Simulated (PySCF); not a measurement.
Computed shifts of a molecule CH7ClOSi3, PBE0/pcSseg-1 (PySCF), GIAO, gas phase, atoms alike by connectivity averaged where their shifts nearly agree, in ppm (number of nuclei): ¹³C: 64.9 (1). ²⁹Si: 26.3 (1), -40.3 (1), -41.5 (1). ¹H: 6.54 (1), 5.32 (1), 5.26 (1), 4.99 (1), 4.89 (1), 4.88 (1), 0.77 (1). References: ¹⁷O against H2O (σ = 334.2 ppm); ¹³C against TMS (σ = 186.3 ppm); ²⁹Si against TMS (σ = 352.7 ppm); ³⁵Cl against HCl (σ = 945.9 ppm); ¹H against TMS (σ = 31.56 ppm), references at their B3LYP-D3(BJ)/def2-TZVP geometries, non-relativistic (without spin–orbit terms, shifts of atoms bonded to Cl or Br come out too high). Coordinates come from a PBE-D3(BJ)/def2-SVP optimisation. One conformer was computed; it need not be the lowest.

Which structure fits?
A. Cl[Si@@H]1OC[SiH2][SiH2]1
B. O[C@H]1[SiH2][Si@@H](Cl)[SiH2]1
C. C[Si@H]1O[SiH2][Si@@H]1Cl
D. O=C[SiH2][Si@H]([SiH3])Cl

B, O[C@H]1[SiH2][Si@@H](Cl)[SiH2]1
